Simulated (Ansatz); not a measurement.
Cost and result for the atomization energy of CH7NOSi, SMILES `NC[SiH2]O` (11 atoms, 10 bonds).

| atom | x (Å) | y (Å) | z (Å) |
| --- | --- | --- | --- |
| N1 | -0.093 | 0.995 | -1.047 |
| C2 | -0.769 | -0.142 | -0.412 |
| Si3 | 0.433 | -0.826 | 0.866 |
| O4 | 1.004 | 0.469 | 1.707 |
| H5 | -0.735 | 1.543 | -1.606 |
| H6 | 0.638 | 0.674 | -1.669 |
| H7 | -1.144 | -0.906 | -1.108 |
| H8 | -1.637 | 0.238 | 0.137 |
| H9 | 1.536 | -1.542 | 0.160 |
| H10 | -0.215 | -1.766 | 1.816 |
| H11 | 0.982 | 1.262 | 1.157 |

The species carries charge 0 and has multiplicity 1. All single points use the PBE0-D4/def2-TZVP geometry. It is one conformer, not always the lowest. Program: Ansatz. All runs use 2 threads of an Arm Neoverse V2 on a shared host. Times are those of one run each, without the atoms' runs, and a repeat can differ threefold. Electronic energies, without spin–orbit coupling; frozen cores. CCSD(T)/CBS adds CCSD(T) − MP2 in def2-TZVPP to the MP2 limit, and its time is that of the two runs behind it. T1 = 0.010.

CCSD(T)/CBS is a level of theory with its own doubt, some kJ/mol a heavy atom from the limit and from the frozen cores, so smaller differences don't rank the functionals.

| level | functions | wall time | atomization (kcal/mol) | difference from CCSD(T)/CBS | per bond |
| --- | --- | --- | --- | --- | --- |
| BLYP-D4/def2-TZVPP | 233 | 2.3 s | 928.5 | -3.4 | -0.3 |
| PBE-D4/def2-TZVPP (with forces) | 233 | 3 s | 939.9 | 8.0 | 0.8 |
| PBE0-D4/def2-TZVPP | 233 | 3.3 s | 924.0 | -7.9 | -0.8 |
| CAM-B3LYP-D4/def2-TZVPP | 233 | 3.7 s | 935.3 | 3.4 | 0.3 |
| CCSD(T)/def2-SVP | 95 | 4.5 s | 865.6 | -66.3 | -6.6 |
| r2SCANh-D4/def2-TZVPP | 233 | 5.5 s | 920.9 | -11.0 | -1.1 |
| r2SCAN-D4/def2-TZVPP (with forces) | 233 | 6 s | 926.4 | -5.5 | -0.5 |
| B2PLYP/def2-TZVPP | 233 | 6 s | 919.5 | -12.4 | -1.2 |
| B97M-V/def2-TZVPP | 233 | 11 s | 928.1 | -3.8 | -0.4 |
| ωB97M-V/def2-TZVPP (with forces) | 233 | 13 s | 933.3 | 1.4 | 0.1 |
| MP2/def2-QZVPP | 451 | 25 s | 930.3 | -1.6 | -0.2 |
| CCSD(T)/def2-TZVPP | 233 | 6.1 min | 904.7 | -27.2 | -2.7 |
| CCSD(T)/CBS(def2) | – | 6.5 min | 931.9 | 0.0 | 0.0 |

From BLYP to BHLYP (50 % exact exchange), in def2-TZVPP and without D4, the atomization energy moves by −19.8 kcal/mol: exact exchange takes away binding that semilocal exchange gives to molecules. At CCSD(T), def2-SVP lies −66.3 kcal/mol from the extrapolated value and def2-TZVPP −27.1 kcal/mol: correlation converges slowly with the basis, and small sets miss more of it in the bonded molecule than in its fragments. In def2-TZVPP, CCSD(T) changes the Hartree–Fock value by +243.0 kcal/mol (the triples alone add +12.0 kcal/mol) and MP2 by +252.3 kcal/mol; breaking electron pairs costs correlation energy, which Hartree–Fock lacks.
